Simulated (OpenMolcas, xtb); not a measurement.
How methods differ on GaSiH3F2 (SMILES [F][Ga]([F])[SiH3])

GaSiH3F2: 7 atoms, total charge 0, spin state singlet. As SMILES, `[F][Ga]([F])[SiH3]`. Geometry: relaxed at PBE0-D4/def2-TZVP.

Each level gives the vertical energy of the triplet above the singlet (eV). The values are calculated.

```
                                                       level                   kind     program  value (eV)  less CCSD(T)/6-31G*  CPU time (all runs)
                                                    GFN1-xTB         semi-empirical         xtb        4.84                -0.73            under 2 s
                             HF/6-31G* (spherical functions)           Hartree–Fock  OpenMolcas        5.29                -0.28                 21 s
                          SVWN5/6-31G* (spherical functions)                    LDA  OpenMolcas        5.16                -0.41                 45 s
                         revPBE/6-31G* (spherical functions)                    GGA  OpenMolcas        5.01                -0.56                 60 s
                         r2SCAN/6-31G* (spherical functions)               meta-GGA  OpenMolcas        5.10                -0.47                 82 s
                          BHLYP/6-31G* (spherical functions)          global hybrid  OpenMolcas        5.58                +0.01                 60 s
                           PBE0/6-31G* (spherical functions)          global hybrid  OpenMolcas        5.30                -0.27                 55 s
CCSD(T)/6-31G* (spherical functions), open shells restricted  coupled cluster or CI  OpenMolcas        5.57                 0.00                2 min
```

Differences are taken from CCSD(T)/6-31G* (spherical functions), open shells restricted for orientation; it has basis-set and higher-order errors of its own. All-electron rows without a relativistic Hamiltonian named are non-relativistic. The values span 4.84 to 5.58 eV. GFN1-xTB: no spin polarisation, so open shells miss the exchange term that lowers them. A triplet this far above the singlet is often a Rydberg-like or dissociative state; sets without diffuse functions put Rydberg states too high. In the correlated wave-function rows the outer d shell of Ga is correlated, in sets not made for it. Times are those of the runs behind each value, whatever else they computed, on shared processors of several kinds: orders of magnitude only.
